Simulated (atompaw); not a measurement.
**Before and after: PAW (atompaw) potential for Eu (Z = 63)**

* Element: europium (Eu)
* Generator: atompaw 4.2.0.5
* Type: PAW
* Functional: PBE
* Relativity: scalar-relativistic
* Frozen core: [Kr] 4d10 5s2
* Valence charge: 15
* Reference configuration: 4f7 5p6 5d0 6s0 6p0 (charge +2)
* Partial waves: 6s (bound, empty): rc 3.00 bohr; 6s channel at -0.3 Ry: rc 2.85 bohr; 5p (bound): rc 2.40 bohr; 6p (bound, empty): rc 3.00 bohr; 5d (bound, empty): rc 3.00 bohr; 5d channel at 2.05 Ry: rc 3.00 bohr; 4f (bound): rc 1.25 bohr; 4f channel at 2.55 Ry: rc 1.25 bohr
* Local potential: ultrasoft scheme with l = 4 at 0 Ry, radius 2.50 bohr
* Core correction: smooth core density matched at 2.15 bohr
* Augmentation charge: besselshape compensation charge, radius 2.15 bohr; PAW radius 3.00 bohr; waves and projectors: custom rrkj gramschmidtortho

All-electron outer shells of the reference configuration (PBE, scalar-relativistic, ld1.x):

| shell | level (eV) | outermost node (bohr) | outermost maximum (bohr) |
| --- | --- | --- | --- |
| 4d | -148.25 | 0.27 | 0.57 |
| 5s | -58.23 | 0.67 | 1.23 |
| 5p | -37.27 | 0.72 | 1.41 |
| 4f | -16.15 | – | 0.60 |
| 6s | -13.97 | 1.64 | 3.18 |
| 5d | -13.62 | 0.81 | 2.00 |
| 6p | -9.89 | 1.95 | 3.88 |

Change: all radii scaled by about 1.03 (s 3.10, p 2.48, d 3.10, f 1.30 bohr); local potential ultrasoft scheme with l = 4 at 0 Ry, radius 2.58 bohr; augmentation besselshape compensation charge, radius 2.22 bohr; PAW radius 3.10 bohr; waves and projectors: custom rrkj gramschmidtortho; core correction smooth core density matched at 2.22 bohr.

Cutoffs: the cutoffs (Ry, on a coarse ladder) from which the occupation-weighted sum of valence levels, in a spherical-Bessel basis at the reference potential, stays within 10 and 1 mRy of its value at 400 Ry; they do not see the model core or the augmentation charge, which bear on the density cutoff.

What does the change do?

The potential gets softer (110 Ry and 200 Ry → 90 Ry and 160 Ry); the bound ghosts move from p, s to s. A larger radius leaves more room for a smooth pseudo-wave, so fewer plane waves are needed.

| quantity | base | changed |
| --- | --- | --- |
| cutoff, loose | 110 Ry | 90 Ry |
| cutoff, tight | 200 Ry | 160 Ry |
| loose cutoff by channel (10 mRy a level) | p 12 Ry, f 80 Ry | p 12 Ry, f 70 Ry |
| bound ghosts | s, p | s |
| lowest overlap eigenvalue by channel | s 0.79, p 0.55, d 0.80, f 0.31 | s 0.75, p 0.56, d 0.79, f 0.23 |

 A true bound ghost makes a file unfit for plane-wave use even where its test errors are small: the radial tests pick states by their node count and pass the ghost by. The cutoffs see the waves, projectors and local potential, not the compensation charge or the core.
